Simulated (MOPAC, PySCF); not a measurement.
C$_{8}$H$_{10}$SSi, SMILES `C=Cc1ccc([SiH3])c(S)c1` (C–C–C–C torsion 1°, C–C–S–H torsion -147°), neutral singlet in the gas phase. 

Cartesian coordinates (Å):
SMILES: C=Cc1ccc([SiH3])c(S)c1
```xyz
20

C     -3.7386    -0.5074     0.0079
C     -2.7491     0.3920     0.1029
C     -1.3031     0.1348     0.0090
C     -0.7611    -1.1435    -0.2236
C      0.6159    -1.3207    -0.3006
C      1.5192    -0.2514    -0.1381
Si     3.3761    -0.5807    -0.1591
C      0.9715     1.0300     0.0803
S      2.0872     2.4234     0.2100
C     -0.4149     1.2134     0.1438
H     -3.5518    -1.5720    -0.1567
H     -4.7837    -0.2016     0.0938
H     -3.0174     1.4414     0.2700
H     -1.4201    -2.0048    -0.3442
H      1.0083    -2.3258    -0.4776
H      4.0758     0.2523    -1.1794
H      3.5654    -2.0206    -0.5017
H      3.9863    -0.3098     1.1735
H      1.3536     3.1336     1.0961
H     -0.8196     2.2174     0.2939
```
Charge 0, multiplicity 1.

All levels are single points at this geometry (B3LYP-D3(BJ)/def2-SVP); Pople sets use spherical d functions. Orbital energies aren't observables, and empty levels follow the basis.

B3LYP/LANL2DZ in PySCF gives dipole (D) = 2.00.

Estimate the dipole (D) from each of these levels: ωB97X-D3(BJ)/def2-TZVP in PySCF; B3LYP/3-21G in PySCF; M06-2X/6-31G* in PySCF; AM1 in MOPAC; PM3 in MOPAC.


| level | dipole (D) |
|---|---|
| ωB97X-D3(BJ)/def2-TZVP in PySCF | 1.97 |
| B3LYP/3-21G in PySCF | 2.26 |
| M06-2X/6-31G* in PySCF | 2.05 |
| AM1 in MOPAC | 1.77 |
| PM3 in MOPAC | 1.54 |
